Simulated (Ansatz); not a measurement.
Consider the ligand exchange at the Al–Br bond: `[CH3][Al]([SiH3])[Br]` + CH₃NH₂ → `C[NH][Al]([CH3])[SiH3]` + HBr.

Gas-phase electronic energies from Ansatz, PBE0-D4/def2-TZVP geometries. CCSD(T)/CBS is the MP2 limit (def2-TZVPP, def2-QZVPP) plus CCSD(T) − MP2 in def2-TZVPP, frozen cores. Functionals use def2-TZVPP. For Br outer-core shells are correlated without core-valence functions, which leaves a few kJ/mol of doubt a bond. Scalar relativity is left out up to krypton. One conformer a species, not always the lowest.

| level | ΔE (eV) |
| --- | --- |
| ωB97M-V | 0.78 |
| PBE | 0.77 |
| SCS-MP2/def2-TZVPP | 0.76 |
| MP2/def2-QZVPP | 0.80 |

Problem. What does CCSD(T)/CBS give? (Best estimate.)

Solution. The calculation gave: +0.79 eV. The listed levels differ from it by -0.01, -0.02, -0.03, 0.01 eV.

Largest T1 diagnostic among the species: 0.012.

From PBE to PBE0 (25 % exact exchange), in def2-TZVPP and without D4, ΔE moves by +0.06 eV. The D4 term adds −0.05 eV with B3LYP and −0.03 eV with PBE0; it sums over pairs of atoms, weighted by their polarisabilities, and B3LYP, whose exchange is more repulsive, gets the larger term.

B3LYP here is the variant with VWN-RPA as its local correlation; programs differ in this.
